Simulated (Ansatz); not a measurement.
The same path of GaGeH3O2 (7 atoms, charge 0, multiplicity 1) was run twice with different band settings. Lost on the way: Ga2–H6, Ge4–H7. Made: Ge4–H6. The coordinate that changes most is the dihedral H5–O1–Ga2–O3.

Method: RKS CAM-B3LYP-D4/def2-SVP (Ansatz).

Relaxed end points:

```xyz
7
Properties=species:S:1:pos:R:3
O -1.343 -0.450 -0.958
Ga -0.344 0.312 0.303
O 0.497 -1.002 1.294
Ge 2.035 -1.086 0.463
H -1.872 0.154 -1.491
H -0.453 1.754 0.849
H 1.540 0.251 -0.506
```

```xyz
7
Properties=species:S:1:pos:R:3
O -1.560 0.235 -0.932
Ga 0.143 -0.196 -0.677
O 0.439 -1.178 0.858
Ge 1.051 0.026 1.985
H -2.174 -0.098 -0.268
H 0.955 1.203 0.769
H 1.208 -0.060 -1.781
```

Common settings: movable images 7; climbing image yes; spring 5.0 eV/Å²; optimiser quadratic models (default); start path IDPP; iteration limit 60; end points relaxed.

| run | force threshold |
| --- | --- |
| 1 | 0.05 eV/Å |
| 2 | 0.5 eV/Å |

Task: What does each run give, and how far can it be trusted?

Result: Run 1: converged after 15 iterations, highest image 0.506 eV above the first end. Beside the main top the profile has a ripple of under 15 meV (maxima at images 2, 5), which may be a very shallow well or noise. A vibrational analysis at the climbing image gives one clearly imaginary mode, 81i cm⁻¹: a first-order saddle point.
Run 2: converged after 6 iterations, highest image 0.626 eV above the first end. The threshold of 0.5 eV/Å is loose, so the images may lie well off the minimum-energy path. The order of the stationary point at the top wasn't checked.
The orbitals stay closed-shell, which can raise the energy where a bond breaks towards radicals; this wasn't checked here.
